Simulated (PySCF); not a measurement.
## Broadened absorption spectrum of Ge2H9NOSi

Species: Ge₂H₉NOSi.
InChI=1S/Ge2H9NOSi/c1-3-2-4-5/h3H,2H2,1,5H3

Level of theory: TDDFT CAM-B3LYP/def2-SVPD, vertical, gas phase, core orbitals frozen in the response in PySCF. One conformer (not necessarily the lowest) at the PBE0-D3(BJ)/def2-SVP geometry, without solvent, vibrations or thermal averaging. Relativistic effects, spin–orbit coupling among them, are left out although an element past zinc is present. Torsions of this conformer, `[SiH3:1][O:2][GeH2:3][NH:4][GeH3:5]`: Si1–O2–Ge3–N4 -10°, O2–Ge3–N4–Ge5 88°.

Computed states:

```csv
state,E (eV),f
S1,6.18,0.017
S2,7.00,0.042
S3,7.17,0.035
S4,7.17,0.0007
S5,7.45,0.0070
S6,7.70,0.021
S7,7.74,0.0028
S8,7.82,0.036
S9,7.97,0.023
S10,8.03,0.017
```

Each state is given a Gaussian of 0.25 eV full width at half maximum, with ε(max) = 2.175×10⁸ f / Δν̃ (Δν̃ the width in cm⁻¹). The width is an assumption, not a result. The curve ends short of the highest state used, and states not computed would add to its high-energy end.

Task: Give the broadened spectrum and its maxima.

Result: 
E (eV), ε (L mol⁻¹ cm⁻¹) and a bar:
```
     5.80          3 
     5.84         12 
     5.88         37 
     5.92         99 
     5.95        188 #
     5.99        394 ##
     6.03        714 ###
     6.07       1123 #####
     6.10       1438 #######
     6.14       1764 #########
     6.18       1879 #########
     6.22       1736 ########
     6.26       1391 #######
     6.29       1074 #####
     6.33        672 ###
     6.37        364 ##
     6.41        172 #
     6.44         89 
     6.48         33 
     6.52         11 
     6.56          4 
     6.60          4 
     6.63         10 
     6.67         34 
     6.71        102 
     6.75        268 #
     6.78        507 ##
     6.82       1048 #####
     6.86       1891 #########
     6.90       2993 ##############
     6.94       4185 ####################
     6.97       4995 ########################
     7.01       5798 ############################
     7.05       6196 ##############################
     7.09       6199 ##############################
     7.12       5973 #############################
     7.16       5396 ##########################
     7.20       4549 ######################
     7.24       3545 #################
     7.28       2567 ############
     7.31       1961 #########
     7.35       1404 #######
     7.39       1121 #####
     7.43       1032 #####
```

Maxima: 201 nm (6.18 eV), ε about 1900, made up of S1 (100%); 175 nm (7.07 eV), ε about 6200, made up of S2 (59%) and S3 (40%) (ε in L mol⁻¹ cm⁻¹; maxima over ε = 5, shares over 10%).

Task: What would ε be at 7.07 eV, the highest of these maxima, with half the width (0.125 eV)?

Result: About 5480 L mol⁻¹ cm⁻¹ against 6240, a factor of about 0.9; a lone state at its own centre would give exactly 2.

Task: Coming from long wavelengths, where does ε first pass 100 L mol⁻¹ cm⁻¹?

Result: At about 209 nm (5.92 eV), 0.26 eV below S1.

Task: On this curve, what absorbance would a 10⁻³ mol/L sample give at 193 nm over a 1 cm path?

Result: 193 nm is 6.424 eV, where ε is about 130 L mol⁻¹ cm⁻¹, so A = ε c l ≈ 0.13 (Beer–Lambert, with the gas-phase spectrum and the assumed width).

All these states lie below the vertical ionisation energy of 9.46 eV (ΔSCF).

Hardware: an x86-64 server with one thread (shared host). Cost: 2.3 min of wall time.
